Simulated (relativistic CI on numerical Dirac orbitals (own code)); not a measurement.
Calculated at this level of theory: Dirac-Coulomb-Breit CI, separate exchange-only KLI orbitals for each configuration, model QED (radiative potential, 1s self-energy scaled to tabulated hydrogen-like ionisation energies), unscaled Slater integrals (own radial code, finite nucleus).

The strongest absorption lines from the ground level of an ion, among the configurations computed and to levels below about 487 eV (vacuum wavelength in nm, gf): 3.4974 (0.064), 3.5184 (0.041), 4.8487 (0.15), 4.9256 (0.11), 24.766 (0.98), 30.273 (0.39).

(1) Which ion is it?
A. Te23+
B. Cd19+
C. Cd21+
D. Sn21+

## Answers

(1) B. Cd19+ has 29 electrons and the ground level 3d10 4s 2S_1/2; the strongest line goes to 3d10 4p 2P°_3/2. The pattern of lines fixes the number of electrons, and along that sequence the line energies rise steadily with the charge (about as its square where n changes within one kind of shell, about linearly where n is kept but much faster in heavy ions where fine structure, which grows about as Z⁴, sets the gap, and irregularly where shells cross), which fixes Z. Configurations outside the model, such as inner-shell arrays, can give stronger lines. At this charge energies of transitions that change n are usually good to better than 1 %, and those within a shell (Δn = 0) to a few per cent.

LS names give the leading component of a level, which can be under half, so a name can repeat, a term be missing and a line seem to break the LS rules.
